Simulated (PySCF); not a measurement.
**Exercise with solution: oscillator strength and radiative lifetime**

Zn(SH) (HSZn), SMILES [SH][Zn+], charge +1.

Geometry: PBE0-D3(BJ)/def2-TZVP. The spin state was assumed, not searched. The isomer is the one that the SMILES or the coordinates give; other isomers of the formula were not compared.

TDDFT-PBE0/def2-TZVPD run with PySCF 2.14.0 puts the first singlet state with f over 0.02 at 4.60 eV (vertical), with the transition dipole (0.102, 1.113, 0.000) in atomic units.

Task: Find the oscillator strength, the wavelength and the radiative lifetime that this transition would have in vacuum if emission retraced absorption.

Result: 
|μ|² = 1.2492 au, so |μ| = 2.84 D. ΔE = 4.60/27.211 = 0.1690 hartree. f = (2/3) ΔE |μ|² = 0.141 (the program prints 0.141).
λ = 1239.84/4.60 = 270 nm; ν = 37101 cm⁻¹.
Einstein's coefficient A = 0.6670 ν² f s⁻¹ (ν in cm⁻¹) = 1.3e8 s⁻¹, so τ = 1/A = 7.7 ns. This state is S2; the lower singlet has f = 0.003. The figure is the radiative limit of this one transition; relaxation, internal conversion, crossing to triplets and a medium change what is measured.
